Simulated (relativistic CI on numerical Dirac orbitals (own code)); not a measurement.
## Sr I: computed level list

Calculated at this level of theory: Dirac-Coulomb-Breit CI, separate exchange-only KLI orbitals for each configuration, model QED (radiative potential, 1s self-energy scaled to tabulated hydrogen-like ionisation energies), valence Slater integrals scaled by 0.85, P86 correlation estimate, and configurations built on the next ion tied to the tabulated ionisation energy (semi-empirical) (own radial code, finite nucleus).

CI space (outside the closed core [Kr]): 5s², 5s5p, 5s4d, 5s6s, 4d5p, 5s5d, 5p², 5s6p, 5s6d, 5s7s, 5s5f, 5s6f, 4d², 5s4f, 5s7p, 5s5g, 5s7d, 5d², 4d5d, 5p5d, 4d6s. Levels of other configurations are missing.

| No. | Configuration | Term | J | E (eV) | % | Lifetime (s) | jj configuration (%) |
| --- | --- | --- | --- | --- | --- | --- | --- |
| 1 | 5s² | ¹S | 0 | 0.0000 | 94 |  | closed (94) |
| 2 | 5s5p | ³P° | 0 | 1.4765 | 98 |  | 5s 5p1/2 (98) |
| 3 | 5s5p | ³P° | 1 | 1.4969 | 98 | 6.65e-05 | 5s 5p1/2 (67) |
| 4 | 5s5p | ³P° | 2 | 1.5391 | 98 | 1.72e+03 | 5s 5p3/2 (98) |
| 5 | 5s4d | ³D | 1 | 2.2168 | 100 |  | 5s 4d3/2 (100) |
| 6 | 5s4d | ³D | 2 | 2.2190 | 100 |  | 5s 4d3/2 (61) |
| 7 | 5s4d | ³D | 3 | 2.2226 | 100 |  | 5s 4d5/2 (100) |
| 8 | 5s4d | ¹D | 2 | 2.4458 | 84 |  | 5s 4d5/2 (52) |
| 9 | 5s5p | ¹P° | 1 | 2.4624 | 81 | 5.53e-09 | 5s 5p3/2 (56) |
| 10 | 5s6s | ³S | 1 | 3.5390 | 100 | 8.94e-09 | 5s 6s (100) |
| 11 | 5s6s | ¹S | 0 | 3.7107 | 95 | 2.12e-08 | 5s 6s (95) |
| 12 | 4d5p‡ | ³F° | 2 | 4.0114 | 76 | 2.17e-08 | 4d3/2 5p1/2 (95) |
| 13 | 4d5p‡ | ³F° | 3 | 4.0418 | 99 | 2.21e-08 | 4d3/2 5p3/2 (52) |
| 14 | 4d5p‡ | ¹D° | 2 | 4.0531 | 76 | 1.81e-08 | 4d5/2 5p3/2 (45) |
| 15 | 4d5p‡ | ³F° | 4 | 4.0696 | 99 | 2.14e-08 | 4d5/2 5p3/2 (99) |
| 16 | 5s6p | ³P° | 0 | 4.1160 | 94 | 5.07e-08 | 5s 6p1/2 (94) |
| 17 | 5s6p | ³P° | 1 | 4.1189 | 93 | 5.08e-08 | 5s 6p1/2 (70) |
| 18 | 5s6p | ³P° | 2 | 4.1264 | 94 |  | 5s 6p3/2 (94) |
| 19 | 5p²‡ | ³P | 0 | 4.1391 | 75 | 5.14e-09 | 5p1/2^2 (56) |
| 20 | 5p²‡ | ³P | 1 | 4.1599 | 76 | 5.09e-09 | 5p1/2 5p3/2 (76) |
| 21 | 5s6p | ¹P° | 1 | 4.1896 | 87 | 3.02e-08 | 5s 6p3/2 (66) |
| 22 | 5p²‡ | ³P | 2 | 4.1924 | 73 | 5.16e-09 | 5p3/2^2 (43) |
| 23 | 5s5d | ¹D | 2 | 4.2372 | 77 | 5.41e-08 | 5s 5d5/2 (44) |
| 24 | 5s5d | ³D | 1 | 4.2985 | 100 | 1.08e-08 | 5s 5d3/2 (100) |
| 25 | 5s5d | ³D | 2 | 4.3008 | 99 | 1.08e-08 | 5s 5d3/2 (58) |
| 26 | 5s5d | ³D | 3 | 4.3040 | 100 | 1.08e-08 | 5s 5d5/2 (100) |
| 27 | 4d5p‡ | ³D° | 1 | 4.4309 | 99 | 1.12e-08 | 4d3/2 5p1/2 (50) |
| 28 | 4d5p‡ | ³D° | 2 | 4.4390 | 99 | 1.11e-08 | 4d3/2 5p3/2 (52) |
| 29 | 4d5p‡ | ³D° | 3 | 4.4526 | 99 | 1.10e-08 | 4d5/2 5p3/2 (70) |
| 30 | 5p²‡ | ¹S | 0 | 4.4798 | 33 | 1.61e-08 | 5s 7s (28) |

Energies count from the lowest computed level; ° marks odd parity; lifetimes are radiative, by E1, M1, E2, M2, E3 decay to levels of this space only; some are left blank where a channel outside the calculation adds to the decay or the decay crosses a small, uncertain gap. Filled j subshells are mostly left out of the jj labels. ‡ marks configurations that were not tied to measured data.

The mean weight of the leading LS term, summed over parents, in these 30 levels is 90 %, and that of the leading jj configuration (from the same eigenvectors) 74 %, so LS coupling describes them better.

Configurations that consist of the next ion and one excited electron were tied to the tabulated ionisation energy; Rydberg ones are usually within 1,000 to 3,000 cm⁻¹ and the lowest ones within about 6,000 (9,000 in d shells), while levels on excited terms of the next ion carry the error of that term, and the other configurations can be misplaced by 10,000 cm⁻¹ or more. Rates follow the energies as ν³ (E1, M1) or ν⁵ (E2), so rates, branching and lifetimes can be off by large factors. The fine structure of a lone outer electron comes out too small, for d and f at times inverted, and misplaced configurations move strength between like terms. 27 of the 27 excited levels that our extract of the measured tables holds in this range could be paired (the sources list more); they are missed by 950 cm⁻¹ on average and 2485 at most, and levels without a partner can miss by more.

LS names give the leading component of a level, which can be under half, so a name can repeat, a term be missing and a line seem to break the LS rules.
